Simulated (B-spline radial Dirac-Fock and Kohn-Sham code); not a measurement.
## Binding energies of Rb¹⁵⁺ at several levels of theory

System: the Rb¹⁵⁺ ion, configuration 1s2 2s2 2p6 3s2 3p6 3d4.

The density-functional columns are spherical, spin-unpolarised Dirac-Kohn-Sham results without Breit or QED terms: −ε is minus the orbital energy of the initial state and ΔSCF the difference of two total energies. The reference in the last column comes from relaxed Dirac-Fock hole states (ΔSCF) with Breit and QED corrections and a finite nucleus. All numbers are from a radial atomic solver, in eV; a selection of levels is shown. The Kohn-Sham columns are given as differences from the reference. For the 1s level of heavy atoms much of the gap between ΔSCF and the reference is the Breit and QED part, -36.3 eV here; for other levels the error of the functional can be larger.

```csv
level,LDA −ε − DF,LDA ΔSCF − DF,Dirac-Fock
K,-219.6,+31.5,15700.8
L1,-87.3,-32.9,2568.0
L2,-66.1,-2.1,2363.4
L3,-66.9,-4.5,2303.3
M1,-37.8,-14.7,748.5
M2,-26.2,-2.8,671.7
M3,-26.3,-3.1,660.5
"M4,5",-23.3,+1.6,546.5
```

Values without a named source are computed, but for edge energies of neutral atoms, which are taken from tables.
